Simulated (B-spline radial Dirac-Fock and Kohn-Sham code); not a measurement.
**Elastic and transport cross sections of zirconium for positrons**

Model: relativistic (Dirac) partial waves in the static field of the Dirac-Fock atom, without polarisation or absorption potentials. Program: a B-spline atomic structure program. Below a few hundred eV the neglected polarisation potential matters, most of all at small angles. σ_tr1 and σ_tr2 weight the cross section with 1 − P₁ and 1 − P₂ of cos θ; "backward" is the share scattered beyond 90°.

| energy (eV) | σ (a₀²) | σ_tr1 (a₀²) | σ_tr2 (a₀²) | σ/σ_tr1 | backward (%) |
| --- | --- | --- | --- | --- | --- |
| 143 | 23.7 | 3.54 | 6.32 | 6.69 | 3.9 |
| 250 | 18.7 | 2.24 | 4.13 | 8.32 | 3.0 |
| 418 | 14.8 | 1.41 | 2.69 | 10.5 | 2.2 |
| 1570 | 7.54 | 0.377 | 0.759 | 20.0 | 1.0 |
| 2350 | 5.97 | 0.244 | 0.500 | 24.4 | 0.78 |
| 3590 | 4.61 | 0.151 | 0.317 | 30.6 | 0.57 |
| 4990 | 3.74 | 0.101 | 0.217 | 37.1 | 0.43 |
| 5790 | 3.40 | 0.0837 | 0.182 | 40.6 | 0.38 |
| 7050 | 2.98 | 0.0648 | 0.143 | 46.0 | 0.32 |
| 8730 | ? | ? | ? | ? | ? |
| 10200 | 2.32 | 0.0395 | 0.0893 | 58.9 | 0.23 |
| 23500 | 1.28 | 0.0118 | 0.0281 | 109 | 0.10 |
| 39000 | 0.880 | 0.00538 | 0.0132 | 164 | 0.057 |
| 41000 | 0.848 | 0.00497 | 0.0122 | 171 | 0.054 |
| 102000 | 0.439 | 0.00113 | 0.00291 | 388 | 0.018 |
| 136000 | 0.363 | 0.000707 | 0.00184 | 514 | 0.012 |

Q: Fill in the row for 8.73 keV.

A: σ = 2.58 a₀², σ_tr1 = 0.0488 a₀², σ_tr2 = 0.109 a₀², σ/σ_tr1 = 53.0, backward 0.26 %. The ratio σ/σ_tr1 is roughly the number of elastic collisions that randomise the direction.

Values without a named source are computed, but for edge energies of neutral atoms, which are taken from tables.
